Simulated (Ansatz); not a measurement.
`C[S][GeH]`. Charge 0, multiplicity 1.

Z-matrix (Å, degrees):
```
C
S 1 1.812
H 1 1.090 2 109.0
H 1 1.090 2 111.0 3 120.6
H 1 1.090 2 109.0 3 -118.8
Ge 2 2.189 1 103.6 3 -120.4
H 6 1.594 2 89.0 1 180.0
```

List the harmonic frequencies (cm⁻¹, unscaled) at PBE0-D4/def2-TZVP in Ansatz. (An estimate is asked.)

Computed: 100, 191, 408, 420, 691, 732, 970, 978, 1346, 1459, 1472, 1927, 3059, 3153, 3155.

Is this a minimum?

Yes, all 15 modes are real.

Give the ideal-gas thermochemistry at 298.15 K and 1 bar (rigid rotor, harmonic oscillator; point group Cs, symmetry number 1).

Zero-point energy 120.0 kJ/mol; H(298) − E = 135.7 kJ/mol; entropy 310.1 J/(mol·K), of which translation 168.6, rotation 106.6, vibration 34.9; G(298) − E = 43.3 kJ/mol.

And at 400, 500, 600, 800 and 1000 K?


```
T (K)  H − E (kJ/mol)  S (J/mol/K)  G − E (kJ/mol)
  400           143.7        333.1            10.5
  500           152.6        352.9           -23.8
  600           162.4        370.8           -60.0
  800           184.1        401.8          -137.4
 1000           207.9        428.3          -220.4
```

Rotational constants (cm⁻¹)?

0.539, 0.09396, 0.08123.
